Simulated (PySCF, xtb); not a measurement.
Scan of F₂S, singlet: symmetric bend, bond length relaxed. Scanned: F-S-F angle. Other coordinates (S-F bond length) were minimised at B3LYP/def2-TZVP.

GFN1-xTB (xtb); MP2 on RHF/cc-pVTZ, 7 core orbitals frozen (PySCF).

Energies relative to the lowest point of each profile, in kcal/mol:

```tsv
a / °	GFN1-xTB
180	39.1
170	38.2
160	32.9
150	25.8
140	18.3
130	11.5
120	5.7
110	1.6
100	0.0
90	2.0
80	9.7
```

### Question
What does MP2 give at the same points?

### Answer
180: 0.0; 170: 2.7; 160: 11.0; 150: 25.2; 140: 45.5; 130: 71.2; 120: 100.8; 110: 131.3; 100: 159.7; 90: 183.2; 80: 200.8 (kcal/mol).
